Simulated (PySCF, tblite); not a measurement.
C6H11FO2Si.
Numbering: `[CH2:1]=[CH:2][C@@:3]1([CH3:4])[O:5][SiH2:6][O:7][CH2:8][C@@H:9]1[F:10]` (hydrogens: H11, H12 on C1; H13 on C2; H14, H15, H16 on C4; H17, H18 on Si6; H19, H20 on C8; H21 on C9)

Geometry (GFN2-xTB, Å), atoms numbered from 1 in this order:
```
atom  x, y, z in Å
C1     1.871    1.458    0.291
C2     1.371    0.542   -0.514
C3     0.412   -0.545   -0.089
C4     1.052   -1.919   -0.332
O5     0.099   -0.466    1.274
Si6   -1.190    0.359    1.833
O7    -1.768    1.265    0.603
C8    -1.582    0.923   -0.733
C9    -0.865   -0.407   -0.944
F10   -1.735   -1.427   -0.615
H11    2.561    2.206   -0.060
H12    1.607    1.489    1.334
H13    1.643    0.501   -1.560
H14    1.920   -2.020    0.314
H15    1.359   -2.024   -1.370
H16    0.337   -2.699   -0.085
H17   -0.733    1.345    2.797
H18   -2.177   -0.611    2.289
H19   -0.997    1.715   -1.217
H20   -2.567    0.865   -1.214
H21   -0.629   -0.536   -2.007
```

The calculation used PBE0/pcSseg-1 in PySCF (dipole) on a GFN2-xTB geometry, gas phase.

Take the most abundant isotopes and a rigid rotor. The values belong to one conformer with, in the numbering `[CH2:1]=[CH:2][C@@:3]1([CH3:4])[O:5][SiH2:6][O:7][CH2:8][C@@H:9]1[F:10]`, C1–C2–C3–C4 -119°, C2–C3–O5–Si6 92°, C3–O5–Si6–O7 -12°, O5–Si6–O7–C8 26°, Si6–O7–C8–C9 3°.

Give the principal moments of inertia and the rotational constants in MHz.

Ia = 352.05, Ib = 409.95, Ic = 504.65 u·Å²; 505379 MHz·u·Å²/I gives A = 1436, B = 1233, C = 1001 MHz.

What kind of rotor is it?

An asymmetric top. Ray's parameter κ = (2B − A − C)/(A − C) = 0.066; −1 is the prolate and +1 the oblate limit.

Is it planar, by Δ = Ic − Ia − Ib?

Not planar: Δ = Ic − Ia − Ib = -257.36 u·Å². For a rigid frame Δ = −2 Σ m c², so Σ m c² = 128.68 u·Å² lies off the ab plane: 24.03 from hydrogen and 104.65 from heavier atoms. The atom farthest from that plane is 2.29 Å away.

Give the other two planar moments, Paa and Pbb, and the rms extents of the mass along the axes.

Paa = Σ m a² = (Ib + Ic − Ia)/2 = 281.27 and Pbb = Σ m b² = (Ia + Ic − Ib)/2 = 223.37 u·Å². With the mass M = 162.05 u, the rms extents √(P/M) along a, b and c are 1.32, 1.17, 0.89 Å.

Which types of transition are allowed, and where do some lines up to J = 5 fall?

The dipole components are |μa| = 1.64 D, |μb| = 0.25 D, |μc| = 1.67 D. The squared components, which scale the intensities, stand as 0.97 : 0.02 : 1.00 (a : b : c). Some lines, for components of 0.1 D or more:

```tsv
type	branch	J(Ka,Kc)	MHz	lower level (cm⁻¹)
b	Q	1(1,0) ← 1(0,1)	434	0.075
a	Q	2(1,1) ← 2(1,2)	694	0.223
a	Q	5(3,2) ← 5(3,3)	697	1.225
b	Q	5(3,2) ← 5(2,3)	1195	1.209
c	R	1(1,0) ← 0(0,0)	2668	0.000
a	R	2(1,2) ← 1(1,1)	4237	0.081
c	R	3(3,0) ← 2(2,0)	8282	0.270
b	R	4(1,3) ← 3(2,2)	8682	0.490
b	R	5(1,5) ← 4(0,4)	10336	0.710
c	R	4(2,3) ← 3(1,3)	10551	0.433
a	R	5(4,2) ← 4(4,1)	11422	0.918
c	R	5(3,2) ← 4(2,2)	12866	0.819
c	R	5(2,3) ← 4(1,3)	12878	0.779
c	R	5(1,4) ← 4(0,4)	13105	0.710
c	R	5(3,3) ← 4(2,3)	13216	0.785
b	R	5(3,2) ← 4(2,3)	13914	0.785
```

Estimate the classical rotational partition function at 100 K, 200 K and 500 K.

Point group C1, symmetry number σ = 1; q = (√π/σ)·√((kT/h)³/(ABC)), k/h = 20836.6 MHz/K: 127000 at 100 K, 358000 at 200 K, 1420000 at 500 K.

Its GFN2-xTB frequencies are all real (lowest 61 cm⁻¹). No vibrational averaging or centrifugal distortion is included, and the geometry carries the error of its method. A rigid rotor knows nothing of internal rotation, which can split or shift real lines.

The run took 1.7 min on one thread, Arm Neoverse N1 (aarch64) (shared host), and the process peaked at 1.1 GiB of memory. This is the PBE0/pcSseg-1 job that gave the dipole, with the shieldings it also computed.
